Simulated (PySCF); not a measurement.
Si(F)2(Br)(OH), SMILES O[Si](F)(F)Br (PBE0/def2-SVP optimised geometry):

```
6

O     -1.018    -1.795    -1.303
Si    -0.430    -1.020     0.000
F      1.174    -1.020     0.000
F     -0.855    -1.760     1.358
Br    -1.174     1.020     0.000
H     -0.768    -2.714    -1.443
```

Level of theory: PBE0/def2-TZVP run with PySCF 2.14.0.

Task: What are the frontier orbital energies and the dipole moment?

Result: HOMO-2 -10.64 eV, HOMO-1 -9.28 eV, HOMO -9.26 eV, LUMO -0.14 eV, LUMO+1 1.09 eV; dipole moment 1.52 D.

On the same geometry PBE/def2-TZVP (PySCF) gives HOMO-2 -8.77 eV, HOMO-1 -7.92 eV, HOMO -7.88 eV, LUMO -1.12 eV, LUMO+1 0.13 eV; dipole moment 1.49 D.

Meta-Löwdin charges at PBE0/def2-TZVP: O1 -0.74, Si2 1.56, F3 -0.49, F4 -0.49, Br5 -0.21, H6 0.37.
